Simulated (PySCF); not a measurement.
A GIAO shielding run with PySCF (density fitting, non-relativistic, gas phase) on `[S@@]1(=O)C(=C)[Si@@H](O)[C@@H]([SiH3])SC1`, C4H10O2S2Si2:

```
$ OMP_NUM_THREADS=1 python probes_run.py task.json out

{"job": {"kind": "nmr", "xc": "PBE0", "basis": "pcSseg-1"}, "charge": 0, "multiplicity": 1}
C     -2.650549     0.427475     1.380778
C     -1.756333     0.257338     0.425691
Si    -0.628230    -1.212180     0.033684
O     -0.507111    -1.334895    -1.567356
C      1.035410    -0.651760     0.797300
Si     2.613032    -1.023950    -0.212226
S      0.985973     1.146168     1.190791
C      0.367182     1.834871    -0.349113
S     -1.472408     1.648105    -0.697602
O     -1.486028     1.051437    -2.056746
H     -3.194681     1.351875     1.505265
H     -2.876887    -0.358099     2.083327
H     -1.139350    -2.448801     0.606814
H     -0.852966    -0.559057    -2.063133
H      1.138987    -1.099831     1.785806
H      3.753805    -0.560082     0.577202
H      2.654281    -2.464099    -0.449440
H      2.576826    -0.287696    -1.477537
H      0.559251     2.905406    -0.314612
H      0.874648     1.388454    -1.201927
```

Hardware: 1 thread of an Arm Neoverse V1, shared host. The job also computes population analyses, field gradients, ring-centre shieldings.

(1) How large is the calculation?

(2) How long does it take, and how much memory does it need?

Results:

(1) 110 electrons, 248 basis functions and 1382 auxiliary functions.

(2) 95 s of wall time, with 15 SCF cycles and 5 response iterations; peak memory 1.1 GiB. Times on a shared host scatter by some tens of per cent.
